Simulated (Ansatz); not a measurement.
A nudged elastic band was laid between two geometries of CH6SSi + H4OSi (15 atoms, charge 0, multiplicity 1).

The calculation used Ansatz, RHF/def2-SVP.

- movable images: 5
- climbing image: yes
- spring: 5.0 eV/Å²
- optimiser: quadratic models (default)
- start path: through a guess of the saddle point
- force threshold: 0.05 eV/Å
- iteration limit: 60
- end points: relaxed

Image 0:

```xyz
15
Properties=species:S:1:pos:R:3
Si -0.725 0.480 -1.898
S -0.077 -1.595 -1.728
H -1.297 0.695 -3.246
H -1.788 0.733 -0.901
C 0.790 1.545 -1.611
H 0.465 -1.028 0.783
O 0.549 -0.402 1.490
Si 0.120 -0.808 3.031
H -1.289 -2.155 -1.785
H 0.529 2.601 -1.714
H 1.573 1.315 -2.336
H 1.182 1.382 -0.606
H -1.285 -1.282 3.091
H 0.987 -1.884 3.570
H 0.267 0.405 3.859
```

Image 6:

```xyz
15
Properties=species:S:1:pos:R:3
Si -0.628 1.132 -0.333
S 0.557 -2.843 -1.763
H -1.725 0.581 -1.161
H -1.112 2.378 0.312
C 0.884 1.475 -1.379
H 0.274 -2.151 -0.658
O -0.266 0.033 0.849
Si -0.223 -0.465 2.413
H -0.716 -2.920 -2.157
H 0.654 2.214 -2.151
H 1.228 0.564 -1.872
H 1.701 1.866 -0.769
H -1.020 -1.702 2.560
H 1.175 -0.741 2.808
H -0.781 0.581 3.300
```

Question: Which bonds break or form, and what moves?

Answer: Bonds broken: Si1–S2, H6–O7. Bonds formed: Si1–O7, S2–H6. CH6SSi + H4OSi becomes CH8OSi2 + H2S.

Question: Give the energies along the band, and the barrier.

Answer: The forces met the threshold. The highest image is number 3 of 0 to 6, 1.60 eV above the first end and 2.17 eV above the last; the last end lies 0.58 eV below the first. Neighbouring images differ by up to 1.7 eV, so the band resolves the path poorly. A vibrational analysis at the climbing image gives 2 clearly imaginary modes (163i, 76i cm⁻¹): a point of higher order, so a lower path passes nearby. The orbitals stay closed-shell, which can raise the energy where a bond breaks towards radicals; this wasn't checked here.

```json
{"image": "0", "path coordinate (Å)": "0.00", "energy (eV)": "0.00", "Si1–S2 (Å)": "2.18", "H6–O7 (Å)": "0.95", "Si1–O7 (Å)": "3.73"}
{"image": "1", "path coordinate (Å)": "1.58", "energy (eV)": "0.02", "Si1–S2 (Å)": "2.18", "H6–O7 (Å)": "0.95", "Si1–O7 (Å)": "3.51"}
{"image": "2", "path coordinate (Å)": "3.16", "energy (eV)": "0.54", "Si1–S2 (Å)": "2.22", "H6–O7 (Å)": "0.95", "Si1–O7 (Å)": "2.78"}
{"image": "3", "path coordinate (Å)": "4.75", "energy (eV)": "1.60", "Si1–S2 (Å)": "2.63", "H6–O7 (Å)": "0.99", "Si1–O7 (Å)": "1.89"}
{"image": "4", "path coordinate (Å)": "5.77", "energy (eV)": "-0.09", "Si1–S2 (Å)": "3.24", "H6–O7 (Å)": "1.86", "Si1–O7 (Å)": "1.68"}
{"image": "5", "path coordinate (Å)": "6.80", "energy (eV)": "-0.53", "Si1–S2 (Å)": "3.96", "H6–O7 (Å)": "2.44", "Si1–O7 (Å)": "1.66"}
{"image": "6", "path coordinate (Å)": "7.83", "energy (eV)": "-0.58", "Si1–S2 (Å)": "4.39", "H6–O7 (Å)": "2.71", "Si1–O7 (Å)": "1.65"}
```

Question: What is the geometry of the highest image?

Answer: 
```xyz
15
Properties=species:S:1:pos:R:3
Si -0.520 0.496 -0.740
S 0.419 -1.734 -1.778
H -1.744 0.204 -1.501
H -1.045 1.475 0.275
C 0.936 1.430 -1.466
H 0.206 -1.434 0.228
O -0.137 -0.642 0.718
Si -0.250 -0.589 2.432
H -0.762 -2.329 -1.976
H 0.718 2.501 -1.476
H 1.184 1.090 -2.469
H 1.813 1.278 -0.831
H -1.206 -1.629 2.841
H 1.096 -0.875 2.956
H -0.708 0.757 2.787
```

The band took 21 iterations and roughly 9 core-minutes.

The run took 4.5 min on 2 threads of Arm Neoverse V1, with other jobs on the host, peak memory 0.32 GiB.
